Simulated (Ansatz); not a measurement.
Worked example: C3H8BF + Sc(CH3)2F → C2H5BF2 + Sc(CH3)3

Gas-phase species: C3H8BF `CCB(C)F`, singlet; Sc(CH3)2F, singlet; C2H5BF2 (ethylidifluoroborane) `CCB(F)F`, singlet; Sc(CH3)3, singlet. The partners trade CH3 for F: B–CH3 and Sc–F bonds give way to B–F and Sc–CH3.

Shapes, held fixed at every level: PBE0-D4/def2-TZVP. Flexible molecules stand in one conformer, not always the lowest. Programs: Ansatz 0.2.0. Electronic energies: no zero-point or thermal term.

At CCSD(T)/def2-TZVPP; 1 Eh = 2625.50 kJ/mol:

```
  species  energy (Eh)
   C3H8BF  -243.517751
Sc(CH3)2F  -939.573399
  C2H5BF2  -303.483208
 Sc(CH3)3  -879.566941
```

Q: Work out ΔE of the reaction at this level.

A: 
1. Products less reactants: (-303.483208) + (-879.566941) − [(-243.517751) + (-939.573399)] = 0.041001 Eh = +107.6 kJ/mol.

Other levels give +107.2 (BHLYP-D4/def2-TZVPP) to +114.6 kJ/mol (wB97X-V/def2-TZVPP). No measured value is set beside it here. Outer-core shells of Sc are correlated, in sets that cover them unevenly.
